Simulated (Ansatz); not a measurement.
Molecule: TeBr₂, net charge 1, doublet state. 
Coordinates optimised at B3LYP-D3(BJ)/def2-TZVP (Ansatz, a quantum-chemistry and plane-wave program):
```
Te
Br 1 2.4311
Br 1 2.4311 2 102.83
```
Charge +1, spin multiplicity 2.

Parts of the frozen-core correlation energy in def2-TZVPP (Ansatz, hartree). Frozen orbitals: 37; correlated occupied orbitals by spin: 10 and 9; virtual: 99 and 100. Open shells are spin-unrestricted. Spin-orbit coupling is left out. In def2 rows, elements after Kr have scalar-relativistic effective core potentials.

| term | value |
|---|---|
| reference (HF) | -5411.58706 |
| MP2 opposite-spin | … |
| MP2 same-spin | … |
| CCSD correlation | -0.46418 |
| (T) | … |
| T1 diagnostic | 0.024 |
| largest doubles amplitude | 0.048 |
| <S^2> of the reference | 0.767 |

### Question
What belongs in the gaps?

### Answer

- MP2 opposite-spin, value: -0.31967
- MP2 same-spin, value: -0.10707
- (T), value: -0.02314
